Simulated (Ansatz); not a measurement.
Species: CHF, charge 0, multiplicity 1. 
Geometry from a B3LYP-D3(BJ)/def2-TZVP (Ansatz, a first-principles code) optimisation:
SMILES: [CH]F
```xyz
3

C     -0.5669     0.4516    -0.0174
F      0.5297    -0.2636     0.0165
H     -1.3661    -0.3376    -0.0445
```

Wanted: vertical electron affinity (to the doublet state of charge -1; a negative value means that the extra electron is unbound and the number depends on the basis; each state is the SCF solution reached for its spin; for the singlet the Hartree-Fock reference is unstable and T1 is 0.017), in eV. Correlated levels leave the core frozen unless marked. Open shells are spin-unrestricted. Spin-orbit coupling is left out. Non-relativistic. Anions need diffuse functions: aug- sets have them; def2-D sets add few. Basis-set limits of correlation are two-point, X^-3; Hartree-Fock from the larger set.

```csv
level,program,vertical electron affinity (eV)
wB97X/def2-TZVPD,Ansatz,0.19
SCS-MP2/aug-cc-pVDZ,Ansatz,0.01
CCSD/def2-TZVPPD,Ansatz,0.00
CCSD/def2-QZVPPD,Ansatz,___
"CCSD(T)/CBS(def2-TZVPPD,def2-QZVPPD)",Ansatz,0.14
```

Task: Some entries are withheld; supply them.

Result: 
- CCSD/def2-QZVPPD, vertical electron affinity (eV): 0.08
